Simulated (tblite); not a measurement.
Run record: tight-binding relaxation, `CO[CH2][Ge@@]([CH3])([Br])[O]C`.

Computed with GFN2-xTB geometry optimisation, gas phase (tblite 0.8.0). Start geometry: from a force field or distance geometry. The command runs a driver script over a list of jobs; the input below is this job's line of settings and its coordinates in Å.

Command:
```bash
OMP_NUM_THREADS=1 python probes_run.py task.json out
```

Input:
```
{"job": {"kind": "relax", "xc": "GFN2-xTB", "basis": "xTB"}, "charge": 0, "multiplicity": 1}
C      2.500700     1.364200     0.029000
O      1.401100     0.573800    -0.392100
C      0.650500     0.204800     0.748800
Ge    -0.867000    -0.867500     0.151200
C     -0.182000    -2.567700    -0.502900
Br    -2.269600    -1.309500     1.969000
O     -1.780200    -0.056100    -1.167700
C     -2.192000     1.204600    -0.699700
H      3.094800     1.636000    -0.862900
H      2.137300     2.311600     0.504700
H      3.157600     0.809300     0.723000
H      0.234100     1.103200     1.266100
H      1.235400    -0.401900     1.466300
H      0.498300    -2.376300    -1.372500
H     -1.030600    -3.195000    -0.835700
H      0.378900    -3.079800     0.307400
H     -1.327000     1.867700    -0.510600
H     -2.837900     1.107600     0.202500
H     -2.812000     1.680400    -1.489400
```

Output:
```
step      E/eV     max force
  0    -771.48532    1.261
  1    -771.60672    0.709
  2    -771.66971    0.511
  3    -771.69266    0.542
  4    -771.74187    0.495
  5    -771.77295    0.531
  6    -771.80124    0.364
  7    -771.81827    0.247
  8    -771.83153    0.241
  9    -771.84050    0.208
... (60 lines left out)
 70    -771.93222    0.022
 71    -771.93229    0.021
 72    -771.93237    0.019
 73    -771.93243    0.018
 74    -771.93248    0.019
 75    -771.93253    0.019
 76    -771.93259    0.016
 77    -771.93264    0.016
 78    -771.93268    0.012
 79    -771.93269    0.010
```

«max force» is the largest atomic force in eV/Å.

Problem. From which step on does the largest force stay under 0.1 eV/Å, and how much energy is left to gain from there?

Solution. From step 36 (0.099 eV/Å), 6.9 meV above the end.

Summary of the converged run: energy lowered by 10.3 kcal/mol over 79 steps; largest atomic force 0.010 eV/Å at the end.

Problem. Where do the atoms end?

Solution. 0.250 Å rms from the input after alignment:
```
atom  x, y, z in Å
C1     2.5690    1.4085    0.0604
O2     1.4611    0.5792   -0.1888
C3     0.7376    0.2616    0.9712
Ge4   -0.7406   -0.9330    0.2831
C5    -0.2775   -2.6202   -0.6447
Br6   -2.0466   -1.3767    2.1569
O7    -1.7792   -0.1126   -0.8798
C8    -2.3004    1.1982   -0.8146
H9     3.0496    1.5848   -0.8995
H10    2.2559    2.3648    0.4966
H11    3.2761    0.9228    0.7433
H12    0.3383    1.1628    1.4595
H13    1.3640   -0.2649    1.7028
H14    0.3997   -2.3957   -1.4618
H15   -1.1807   -3.0748   -1.0430
H16    0.2024   -3.3145    0.0400
H17   -1.5022    1.9419   -0.7605
H18   -2.9658    1.3223    0.0442
H19   -2.8706    1.3549   -1.7311
```

Problem. Estimate the wall time. Hardware: one thread of an Intel Xeon at 2.50 GHz, shared host.

Solution. About 2.8 s.
Labels such as C1 count atoms from 1, the log's own numbers from 0.
